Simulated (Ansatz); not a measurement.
Level of theory: PBE-D3(BJ)/def2-SVP (Ansatz, a program for electronic structure). No frequencies were computed at this level.

Ansatz 0.2 input:
```yaml
crystal:
  periodic: [false, false, false]
  atoms:
    - { symbol: C, position_ang: [1.585974, 1.341068, 0.167194] }
    - { symbol: C, position_ang: [0.377187, 0.720783, 0.105768] }
    - { symbol: C, position_ang: [-0.870534, 1.428408, 0.264147] }
    - { symbol: C, position_ang: [-2.062682, 0.805661, 0.201871] }
    - { symbol: C, position_ang: [-2.139388, -0.605475, -0.027654] }
    - { symbol: C, position_ang: [-1.020939, -1.338257, -0.185871] }
    - { symbol: C, position_ang: [0.29713, -0.752794, -0.133936] }
    - { symbol: C, position_ang: [1.432276, -1.484892, -0.292525] }
    - { symbol: Ga, position_ang: [2.909569, -0.138861, -0.119744] }
    - { symbol: H, position_ang: [1.626885, 2.409626, 0.341589] }
    - { symbol: H, position_ang: [-0.812124, 2.494346, 0.437376] }
    - { symbol: H, position_ang: [-2.983131, 1.358426, 0.323638] }
    - { symbol: H, position_ang: [-3.115044, -1.067884, -0.071008] }
    - { symbol: H, position_ang: [-1.078434, -2.404174, -0.359407] }
    - { symbol: H, position_ang: [1.357067, -2.551841, -0.465478] }
    - { symbol: H, position_ang: [4.49619, -0.21414, -0.185958] }
basis:
  gaussian: { orbitals: def2-svp }
hamiltonian:
  xc: pbe
  dispersion: d3bj
relax:
  max_steps: 150
```

Output:

```
Functional definition: PBE
2025 factors; their error is unknown
mean field evaluation 1: about -60737.0930 eV, gradient 8.0e1 eV
mean field evaluation 2: about -60678.7668 eV, gradient 1.5e2 eV
mean field evaluation 4: about -60753.1613 eV, gradient 2.2e1 eV
mean field evaluation 8: about -60754.3861 eV, gradient 3.8e-1 eV
mean field evaluation 16: about -60754.2585 eV, gradient 3.5e-3 eV
mean field -60754.25851091 eV, -2232.6778195605 hartree, gradient 1.5e-5 eV, S^2 0.000000; 1 other end points of the search recorded, 0 dependent functions left out
reference -60754.25855451 eV, -2232.6778211629 hartree; 43, 43 occupied and 136, 136 virtual orbitals, 2025 factors
relax step   1: F+E_penalty+E_count = -60754.76147565 eV  Δ(F+E_penalty+E_count) = +0.000e0 eV  max|allowed force component| = 8.232e-1 eV/Å  Δτ_max = 0.0000 Å  (62 SCF iters, accepted)
these checks for a lower state are left out or cut short: starts, cluster_reference, orbital_swaps, neighbouring_geometries, increment
2025 factors; their error is unknown
mean field evaluation 32: about -60754.3840 eV, gradient 4.4e-1 eV
mean field -60754.38442559 eV, -2232.6824468395 hartree, gradient 1.2e-5 eV, S^2 0.000000; 0 other end points of the search recorded, 0 dependent functions left out
reference -60754.38446962 eV, -2232.6824484576 hartree; 43, 43 occupied and 136, 136 virtual orbitals, 2025 factors
relax step   2: F+E_penalty+E_count = -60754.88527892 eV  Δ(F+E_penalty+E_count) = -1.238e-1 eV  max|allowed force component| = 2.948e-1 eV/Å  Δτ_max = 0.0559 Å  (36 SCF iters, accepted)
these checks for a lower state are left out or cut short: starts, cluster_reference, orbital_swaps, neighbouring_geometries, increment
2025 factors; their error is unknown
mean field -60754.39782994 eV, -2232.6829394402 hartree, gradient 2.3e-5 eV, S^2 0.000000; 0 other end points of the search recorded, 0 dependent functions left out
reference -60754.39787416 eV, -2232.6829410653 hartree; 43, 43 occupied and 136, 136 virtual orbitals, 2025 factors
relax step   3: F+E_penalty+E_count = -60754.89744334 eV  Δ(F+E_penalty+E_count) = -1.216e-2 eV  max|allowed force component| = 1.184e-1 eV/Å  Δτ_max = 0.0214 Å  (36 SCF iters, accepted)
these checks for a lower state are left out or cut short: starts, cluster_reference, orbital_swaps, neighbouring_geometries, increment
2025 factors; their error is unknown
mean field -60754.39811521 eV, -2232.6829499239 hartree, gradient 1.3e-5 eV, S^2 0.000000; 0 other end points of the search recorded, 0 dependent functions left out
reference -60754.39815943 eV, -2232.6829515490 hartree; 43, 43 occupied and 136, 136 virtual orbitals, 2025 factors
relax step   4: F+E_penalty+E_count = -60754.89774409 eV  Δ(F+E_penalty+E_count) = -3.008e-4 eV  max|allowed force component| = 4.193e-2 eV/Å  Δτ_max = 0.0030 Å  (38 SCF iters, accepted)
these checks for a lower state are left out or cut short: starts, cluster_reference, orbital_swaps, neighbouring_geometries, increment
2025 factors; their error is unknown
mean field -60754.39814305 eV, -2232.6829509469 hartree, gradient 1.3e-5 eV, S^2 0.000000; 0 other end points of the search recorded, 0 dependent functions left out
reference -60754.39818727 eV, -2232.6829525719 hartree; 43, 43 occupied and 136, 136 virtual orbitals, 2025 factors
relax step   5: F+E_penalty+E_count = -60754.89777931 eV  Δ(F+E_penalty+E_count) = -3.522e-5 eV  max|allowed force component| = 5.990e-3 eV/Å  Δτ_max = 0.0012 Å  (38 SCF iters, accepted)
2025 factors; their error is unknown
mean field evaluation 64: about -60754.3981 eV, gradient 2.2e-5 eV
mean field -60754.39814305 eV, -2232.6829509469 hartree, gradient 2.2e-5 eV, S^2 0.000000; 2 other end points of the search recorded, 0 dependent functions left out
reference -60754.39818727 eV, -2232.6829525719 hartree; 43, 43 occupied and 136, 136 virtual orbitals, 2025 factors
Total energy: -60754.89782353 eV, -2232.7013138659 hartree
Atom 0 at     1.613363     1.324533     0.163582 Å, force     0.000835     0.000373    -0.000606 eV/Å
Atom 1 at     0.374124     0.737661     0.108667 Å, force    -0.002659    -0.003483     0.004289 eV/Å
Atom 2 at    -0.883502     1.459534     0.270317 Å, force     0.003682    -0.001560    -0.005990 eV/Å
Atom 3 at    -2.087879     0.819274     0.205135 Å, force    -0.001624    -0.000393    -0.001281 eV/Å
Atom 4 at    -2.165965    -0.616694    -0.028436 Å, force    -0.001564     0.000972    -0.001215 eV/Å
Atom 5 at    -1.037273    -1.368204    -0.189652 Å, force     0.003926     0.002960    -0.005217 eV/Å
Atom 6 at     0.292172    -0.769371    -0.136474 Å, force    -0.002335     0.002208     0.005232 eV/Å
Atom 7 at     1.461344    -1.470984    -0.291149 Å, force     0.000805    -0.000252    -0.000653 eV/Å
Atom 8 at     2.921002    -0.139203    -0.120742 Å, force     0.001090     0.000365    -0.002568 eV/Å
Atom 9 at     1.705656     2.407129     0.338531 Å, force     0.000112     0.000945     0.000684 eV/Å
Atom 10 at    -0.832331     2.545318     0.446694 Å, force    -0.001174     0.000266     0.001177 eV/Å
Atom 11 at    -3.023394     1.386533     0.328885 Å, force     0.000778    -0.000182     0.002021 eV/Å
Atom 12 at    -3.158165    -1.091803    -0.074248 Å, force     0.000761    -0.000553     0.001986 eV/Å
Atom 13 at    -1.104141    -2.453079    -0.366371 Å, force    -0.001220    -0.000501     0.001077 eV/Å
Atom 14 at     1.435724    -2.556752    -0.468886 Å, force    -0.000007    -0.001112     0.000299 eV/Å
Atom 15 at     4.489268    -0.213891    -0.185851 Å, force    -0.001407    -0.000050     0.000765 eV/Å
Dipole moment:    -0.113147     0.005402     0.004612 e Å
```

Cost: about 50 core-seconds (a rough figure).
